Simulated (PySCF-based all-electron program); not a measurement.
Results of a calculation; reference values are marked as such.
Force along the bond of KAu, singlet

Method: all-electron DFT (in-house code on PySCF), basis-limit composite values; Koelling–Harmon scalar relativity, no spin–orbit coupling, spin-restricted. Forces are good to about 0.002 eV/Å. A positive force pushes the atoms apart.

```
 r (Å)  PBE (eV/Å)
 2.360       3.429
2.5075       1.887
 2.655       0.864
 2.950           ?
```

Q: What does PBE give at the lengths left open?

A: 2.950 Å: -0.263 eV/Å.

Q: Between which listed lengths does the PBE force vanish, and at which of the two is it smaller?

A: Between 2.655 and 2.950 Å. The force is smaller at 2.950 Å.
